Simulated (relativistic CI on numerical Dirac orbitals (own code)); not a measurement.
V+ in a cubic cluster: 2p photoemission with charge transfer

Computed with a charge-transfer multiplet model of a cubic metal-ligand cluster with up to one ligand hole, Slater and spin-orbit integrals from Dirac-Coulomb-Breit ions, Slater integrals scaled by 0.9. The ground state mixes d4 with configurations of k ligand holes L, whose averages lie at kΔ + k(k − 1)U_dd/2; a core hole lowers each added d electron by U_cd. 20 K, Lorentzian 0.6 eV and Gaussian 0.8 eV FWHM.

Atomic integrals in eV (Slater integrals scaled, ζ unscaled), ground: F2dd 6.798, F4dd 4.177, zeta_d 0.015; with the core hole: F2dd 8.831, F4dd 5.496, zeta_d 0.030, zeta_core 4.613, F2cd 4.854, G1cd 3.498, G3cd 1.984.

Cluster parameters (eV): Δ = 8.1, U_dd = 5.7, U_cd = 7.4, 10Dq = 0.7, 10Dq(ligand) = 0.7, final-state hopping factor = 0.9.

Weights, n_d and S are thermal averages at 20 K. Binding energies count from the first peak over 30 % of the highest in each spectrum, which can be another peak from case to case. The parameters are a model scan and need not match a compound or its usual spin state. Peaks in eV (height, largest 100): 0.0 (84), 2.1 (100), 9.2 (67).

Task: Which parameters give this spectrum?
A. V(eg) = 0.3 eV, V(t2g) = -0.14 eV
B. V(eg) = 1.2 eV, V(t2g) = -0.56 eV
C. V(eg) = 1.8 eV, V(t2g) = -0.84 eV

Result: B. V(eg) = 1.2 eV, V(t2g) = -0.56 eV; the ground state then has 4.07 d electrons and S = 2.00. The choice follows from running the model for each set and comparing peak positions and heights. The space is cut while the next configuration still counts.
